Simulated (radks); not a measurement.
Results of a calculation; reference values are marked as such.
All-electron atom: Bi4+ in [Xe] 4f14 5d10 6s1.

Level of theory: scalar-relativistic Kohn-Sham, r2SCAN, spin-polarised, spherical densities, finite nucleus; open shells are filled with parallel spins first (spin-orbit coupling, left out, can overturn this in heavy ions); meta-GGA in the generalised Kohn-Sham scheme; Fermi nuclear charge, rms radius 5.5211 fm (a radial shooting solver on a logarithmic mesh with Libxc functionals).

Energy parts (Ry):
total: -43046.9073
kinetic: 48793.2684
electron-nucleus: -107334.5157
Hartree: 16282.3245
exchange-correlation: -787.9844

Orbitals (lengths in bohr, moments of r in powers of bohr; <r^-3> diverges for s and p1/2; r(90%) holds 90 % of the orbital's charge):
| orbital | occ. | eigenvalue (Ry) | r(90%) | <1/r> | <r^-3> | <r^4> |
|---|---|---|---|---|---|---|
| 1s up | 1 | -6671.420 | 0.0290 | 103.2 | - | 3.333e-07 |
| 1s down | 1 | -6671.417 | 0.0290 | 103.2 | - | 3.333e-07 |
| 2s up | 1 | -1203.466 | 0.103 | 24.27 | - | 0.00004782 |
| 2s down | 1 | -1203.465 | 0.103 | 24.27 | - | 0.00004782 |
| 2p up | 3 | -1030.009 | 0.0989 | 21.22 | 31040 | 0.00004003 |
| 2p down | 3 | -1030.008 | 0.0989 | 21.22 | 31040 | 0.00004003 |
| 3s up | 1 | -293.7015 | 0.252 | 9.004 | - | 0.001707 |
| 3s down | 1 | -293.6999 | 0.252 | 9.004 | - | 0.001707 |
| 3p up | 3 | -243.9343 | 0.260 | 8.118 | 7253 | 0.001919 |
| 3p down | 3 | -243.9327 | 0.260 | 8.118 | 7253 | 0.001918 |
| 3d up | 5 | -193.7685 | 0.244 | 7.601 | 870.8 | 0.001477 |
| 3d down | 5 | -193.7672 | 0.244 | 7.601 | 870.8 | 0.001477 |
| 4s up | 1 | -70.27958 | 0.540 | 3.875 | - | 0.03693 |
| 4s down | 1 | -70.27543 | 0.539 | 3.875 | - | 0.03692 |
| 4p up | 3 | -53.90423 | 0.582 | 3.482 | 1792 | 0.04965 |
| 4p down | 3 | -53.89958 | 0.582 | 3.482 | 1792 | 0.04963 |
| 4d up | 5 | -35.06800 | 0.628 | 3.131 | 191.3 | 0.06639 |
| 4d down | 5 | -35.06261 | 0.627 | 3.132 | 191.4 | 0.06636 |
| 4f up | 7 | -14.36680 | 0.697 | 2.744 | 39.30 | 0.1041 |
| 4f down | 7 | -14.36128 | 0.697 | 2.744 | 39.30 | 0.1041 |
| 5s up | 1 | -14.82347 | 1.19 | 1.637 | - | 0.8687 |
| 5s down | 1 | -14.81613 | 1.19 | 1.636 | - | 0.8653 |
| 5p up | 3 | -10.22970 | 1.37 | 1.406 | 339.5 | 1.517 |
| 5p down | 3 | -10.22084 | 1.36 | 1.408 | 340.0 | 1.493 |
| 5d up | 5 | -5.02541 | 1.80 | 1.081 | 24.97 | 4.500 |
| 5d down | 5 | -4.98906 | 1.78 | 1.091 | 25.45 | 4.271 |
| 6s up | 1 | -3.79420 | 2.75 | 0.6649 | - | 24.88 |
| 6s down | 0 | -3.63639 | 2.77 | 0.6667 | - | 25.33 |

The highest occupied level is 6s up at -51.623 eV. Spin moment in Bohr magnetons: 1. The spin density at the nucleus is 438.3 e/bohr^3 (1s 2.0, 2s 1.0, 3s 0.5, 4s 0.0, 5s 2.5, 6s 432.3). For comparison, the ionisation energy in NIST's Atomic Spectra Database is 54.86 eV (measured). In exact Kohn-Sham theory the highest level is minus the ionisation energy, but local and semilocal functionals leave it too shallow, through self-interaction and a potential that decays too fast; potentials with the right tail come closer. The electron density at the nucleus is 3.212e+06 e/bohr^3 (large components only). The density falls to 0.001 e/bohr^3 at r = 3.18 bohr. Summed over all electrons, <r^2> = 35.70 bohr^2, which gives a Langevin (diamagnetic) susceptibility term of -28.3 x 10^-6 cm^3/mol.
